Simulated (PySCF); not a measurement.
C4H9BO3.
Numbering: `[CH3:1][O:2][B:3]1[O:4][CH2:5][CH2:6][CH2:7][O:8]1`

Geometry (PBE0-D3(BJ)/def2-SVP, Å), atoms numbered from 1 in this order:
```xyz
17
C4H9BO3 angstrom
C      2.9742    0.0185   -0.2910
O      1.9072   -0.8872   -0.2374
B      0.6328   -0.4954    0.0038
O     -0.3142   -1.4763    0.0658
C     -1.6578   -1.1517    0.3251
C     -1.7803    0.1438    1.1055
C     -0.9901    1.2335    0.4077
O      0.3416    0.8317    0.1829
H      3.4975   -0.0866   -1.2547
H      3.6951   -0.2084    0.5115
H      2.6397    1.0615   -0.1806
H     -2.1089   -1.9894    0.8805
H     -2.2059   -1.0685   -0.6323
H     -2.8381    0.4363    1.1973
H     -1.3882    0.0015    2.1271
H     -0.9692    2.1571    1.0075
H     -1.4642    1.4855   -0.5595
```

Probes without a nucleus sit at each ring's centroid and 1 Å off its mean plane on both sides; NICS is minus the shielding there, NICSzz its component along the normal. Level: GIAO KT3/pcSseg-1 (PySCF, non-relativistic, gas phase) on the PBE0-D3(BJ)/def2-SVP geometry, one conformer.

Ring bond lengths (Å): B3–O4 1.365, O4–C5 1.406, C5–C6 1.517, C6–C7 1.516, C7–O8 1.409, O8–B3 1.370.

Question: Give the NICS values of each ring in ppm.

Answer: 
| ring | type | NICS(0) | NICS(1), two faces | NICS(1)zz, two faces | rms pucker (Å) | centre to ring atoms, mean (Å) |
| --- | --- | --- | --- | --- | --- | --- |
| B3–O4–C5–C6–C7–O8 | 6-membered ring with B and 2 O; formal bonds all single | -1.8 | -0.5 / -2.2 | 1.2 / 1.0 | 0.19 | 1.40 |

Question: What do they say, and how far can they be read as aromaticity?

Answer: 
- B3–O4–C5–C6–C7–O8: mean NICS(1)zz 1.1 ppm, near zero. C5, C6, C7 have four or more neighbours, and the NICS criterion for π rings isn't applied.

Question: What field does 1 T along the ring normal induce along that normal at the first NICS(1) probe listed for ring B3–O4–C5–C6–C7–O8, 1 Å off the ring?

Answer: NICSzz × B0 = 1.2 ppm × 1 T = 1 μT, along the applied field.

Question: Give the inner angles of the rings.

Answer: 
- B3–O4–C5–C6–C7–O8: B3 122.9°, O4 120.4°, C5 111.7°, C6 109.6°, C7 111.2°, O8 119.9°; sum 695.5° against 720° for a flat convex ring.

Question: How do the values depend on the level or the medium?

Answer: 
```json
{"level": "KT3/pcSseg-1, gas", "NICS(0), B3–O4–C5–C6–C7–O8": "-1.8", "mean NICS(1)zz, B3–O4–C5–C6–C7–O8": "1.1"}
{"level": "PBE0/pcSseg-1, gas", "NICS(0), B3–O4–C5–C6–C7–O8": "-2.1", "mean NICS(1)zz, B3–O4–C5–C6–C7–O8": "0.8"}
{"level": "PBE0/pcSseg-1, IEF-PCM acetone", "NICS(0), B3–O4–C5–C6–C7–O8": "-2.0", "mean NICS(1)zz, B3–O4–C5–C6–C7–O8": "0.8"}
{"level": "PBE0/pcSseg-1, IEF-PCM chloroform", "NICS(0), B3–O4–C5–C6–C7–O8": "-2.0", "mean NICS(1)zz, B3–O4–C5–C6–C7–O8": "0.8"}
```

The geometry is the same throughout; the continuum's cavity takes Bondi-type radii × 1.2.

The run took 31 s wall on one thread, Arm Neoverse V2 (aarch64), no GPU, shared host, and the process peaked at 0.89 GiB of memory. This is the whole shielding run at KT3/pcSseg-1, SCF included.
